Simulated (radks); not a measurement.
Results of a calculation; reference values are marked as such.
Task: P2+, configuration [Ne] 3s2 3p1. Level of theory: Dirac Kohn-Sham, PBE, spin-unpolarised, spherical densities, point nucleus; open shells fill j = l - 1/2 first (a radial shooting solver on a logarithmic mesh with Libxc functionals).

Spin-orbit splittings of the eigenvalues, e(l+1/2) - e(l-1/2), with zeta = 2 splitting/(2l+1) and mean radii in bohr:

shell  occ.  splitting (eV)  zeta (eV)  <r> j=l-1/2  <r> j=l+1/2
2p        6               ?          ?       0.4827       0.4849
3p        1         0.07911    0.05274        1.968        1.973

Estimate the 2p splitting.

Result: 0.9204 eV (zeta = 0.6136 eV).
